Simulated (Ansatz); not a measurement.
`CC(C)(C)O[SiH2]OC(C)(C)C`, 31 atoms. The species carries charge 0 and has multiplicity 1. Hardware: A = 11 threads of an AMD EPYC 7R13 on a shared host; B = 11 threads of an AMD EPYC 7R13 on a shared host and a whole NVIDIA H100 80 GB. Correlated methods freeze the cores.

How many basis functions does each run have, and how long does it take in Ansatz? RKS ωB97M-V/def2-QZVPP energy [B]; RKS revPBE-D4/def2-TZVPP energy [B]; RKS CAM-B3LYP-D4/def2-TZVPP energy [B]; RKS B3LYP-D4/def2-TZVPP energy and forces [B]; RHF-CCSD(T)/def2-SVP energy [B]; RKS r2SCANh-D4/def2-TZVPP energy [B]; RKS PBE0-D4/def2-SVP energy [A]; RHF-CCSD(T)/def2-TZVPP energy [B]; RHF-MP2/def2-QZVPP energy [B]; direct RPA on PBE orbitals/def2-TZVPP energy [B]; RKS PBE0-D4/def2-TZVP relaxation (14 steps) [B]; RKS ωB97M-V/def2-SVP energy [A]. (An estimate is asked.)

Ansatz gave: Other jobs shared the machine, so times are rough.

```tsv
level	job	functions	wall time	peak host memory (GiB)
RKS PBE0-D4/def2-SVP	energy [A]	258	2.7 s	2
RKS revPBE-D4/def2-TZVPP	energy [B]	632	3.3 s	1.2
RKS r2SCANh-D4/def2-TZVPP	energy [B]	632	3.4 s	2
RKS B3LYP-D4/def2-TZVPP	energy and forces [B]	632	3.7 s	2
RKS CAM-B3LYP-D4/def2-TZVPP	energy [B]	632	4.1 s	2
direct RPA on PBE orbitals/def2-TZVPP	energy [B]	632	5 s	4.1
RHF-CCSD(T)/def2-SVP	energy [B]	258	5.5 s	2
RKS ωB97M-V/def2-QZVPP	energy [B]	1240	7 s	2.1
RKS ωB97M-V/def2-SVP	energy [A]	258	7.5 s	2
RHF-MP2/def2-QZVPP	energy [B]	1240	9 s	2.2
RKS PBE0-D4/def2-TZVP	relaxation (14 steps) [B]	467	25 s	1.3
RHF-CCSD(T)/def2-TZVPP	energy [B]	632	90 s	3.9
```

B3LYP here is the variant with VWN-RPA as its local correlation; programs differ in this.
